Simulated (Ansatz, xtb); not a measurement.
Reaction (SMILES): NC1CCCC1 + 6 [H][H] (H2) → 5 C (CH4) + N (NH3)
Structures are relaxed separately at B3LYP-D3(BJ)/def2-TZVP in Ansatz (a first-principles code), one conformer each, not searched for the lowest.
Geometry of the first species:
SMILES: NC1CCCC1
```xyz
17

C     -1.6562     0.2564     0.2383
C     -1.2088    -1.1684    -0.1983
C      0.2973    -1.0564    -0.4958
C      0.7641     0.1354     0.3413
C     -0.3883     1.1266     0.1732
N      2.0390     0.6776    -0.1213
H     -2.0545     0.2328     1.2540
H     -2.4473     0.6522    -0.3987
H     -1.3896    -1.8842     0.6053
H     -1.7632    -1.5258    -1.0661
H      0.4714    -0.8141    -1.5475
H      0.8442    -1.9749    -0.2733
H      0.7962    -0.1784     1.3981
H     -0.3798     1.9223     0.9209
H     -0.2852     1.5948    -0.8093
H      2.3091     1.4809     0.4351
H      2.7774    -0.0101    -0.0217
```
Charge 0, spin multiplicity 1.

Quantity: energy of full hydrogenation (electronic energy difference), in eV. Valence correlation only, unless marked. No spin-orbit coupling. No relativistic terms. Basis-set limits of correlation are two-point, X^-3; Hartree-Fock from the larger set.

```tsv
level	program	energy of full hydrogenation (eV)
GFN2-xTB	xtb	-4.76
PBE-D4/def2-TZVPD	Ansatz + dftd4	-4.61
CAM-B3LYP-D3(BJ)/def2-TZVPD	Ansatz + dftd3	-5.00
B2GP-PLYP/def2-TZVPD	Ansatz	-4.90
```

Task: What does CCSD(T)/CBS(cc-pVTZ,cc-pVQZ) (Ansatz) give?

Result: -4.73 eV
